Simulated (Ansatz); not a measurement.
Input (CCSDT(Q)/aug-cc-pVDZ; Ansatz, an electronic-structure program):

Ansatz 0.2 input:
```yaml
crystal:
  periodic: [false, false, false]
  atoms:
    - {symbol: B, position_ang: [0.42819583, -0.03719839, -1.46145334]}
    - {symbol: H, position_ang: [-0.30180141, -0.52111895, -2.26938385]}
    - {symbol: H, position_ang: [1.48522766, 0.41831189, -1.76970791]}
    - {symbol: Se, position_ang: [-0.09777663, 0.00849409, 0.33371643]}
basis:
  gaussian:
    orbitals: aug-cc-pVDZ
magnetization: {spin_polarized: true, initial_magnetization: 1}
correlation: {method: ccsdt_q, electrons: outside_noble_gas}
```

Output:

```
Functional definition: HF
integrals: 0.15 GiB planned
1298 factors; integrals over basis functions are off by at most 2.3e-7 eV
mean field: 0.31 GiB planned
mean field evaluation 1: about -66004.5936 eV, gradient 8.6e0 eV
mean field evaluation 2: about -66004.5929 eV, gradient 8.6e0 eV
mean field evaluation 4: about -66005.6323 eV, gradient 1.2e0 eV
mean field evaluation 8: about -66005.6635 eV, gradient 9.5e-4 eV
mean field evaluation 16: about -66005.6641 eV, gradient 1.6e-1 eV
mean field evaluation 32: about -66005.3960 eV, gradient 4.9e0 eV
mean field evaluation 64: about -66004.6951 eV, gradient 1.1e-1 eV
mean field evaluation 96: about -66001.4310 eV, gradient 1.6e-3 eV
mean field evaluation 128: about -66002.6023 eV, gradient 2.7e-2 eV
mean field -66005.66348188 eV, -2425.6633927134 hartree, gradient 8.5e-7 eV, S^2 0.762824; 5 other end points of the search recorded, 0 dependent functions left out
determinant -66005.66348188 eV, -2425.6633927134 hartree, with singles and doubles -66011.62258938 eV, -2425.8823858749 hartree
determinant -66004.69541804 eV, -2425.6278170236 hartree, with singles and doubles -66010.48732265 eV, -2425.8406655921 hartree
determinant -66002.60115817 eV, -2425.5508543930 hartree, with singles and doubles -66008.73230163 eV, -2425.7761697591 hartree
15 core orbitals not correlated
reference -66005.66348188 eV, -2425.6633927134 hartree; 6, 5 occupied and 56, 57 virtual orbitals, 1298 factors
second order -5.07903976 eV of doubles, -0.00000000 eV of singles
coupled cluster: 1.34 GiB planned
cycle   1  -5.68563107 eV  change   -6.1e-1 eV  update   8.4e-2
cycle   2  -6.01687864 eV  change   -3.3e-1 eV  update   3.7e-2
cycle   3  -6.19045642 eV  change   -1.7e-1 eV  update   2.5e-2
cycle   4  -6.17798629 eV  change    1.2e-2 eV  update   1.1e-2
cycle   5  -6.18302565 eV  change   -5.0e-3 eV  update   6.1e-3
cycle   6  -6.18749640 eV  change   -4.5e-3 eV  update   2.8e-3
cycle   7  -6.18618798 eV  change    1.3e-3 eV  update   1.2e-3
cycle   8  -6.18728259 eV  change   -1.1e-3 eV  update   7.1e-4
cycle   9  -6.18759099 eV  change   -3.1e-4 eV  update   3.2e-4
cycle  10  -6.18720650 eV  change    3.8e-4 eV  update   1.8e-4
cycle  11  -6.18745778 eV  change   -2.5e-4 eV  update   1.1e-4
cycle  12  -6.18745646 eV  change    1.3e-6 eV  update   5.7e-5
cycle  13  -6.18746033 eV  change   -3.9e-6 eV  update   2.5e-5
cycle  14  -6.18745997 eV  change    3.6e-7 eV  update   1.2e-5
cycle  15  -6.18744681 eV  change    1.3e-5 eV  update   5.3e-6
cycle  16  -6.18744587 eV  change    9.4e-7 eV  update   2.5e-6
cycle  17  -6.18744674 eV  change   -8.7e-7 eV  update   1.4e-6
cycle  18  -6.18744714 eV  change   -4.0e-7 eV  update   7.2e-7
perturbative correction -0.01074431 eV, -0.0003948460 hartree
Total energy: -66011.86167333 eV, -2425.8911720480 hartree
```
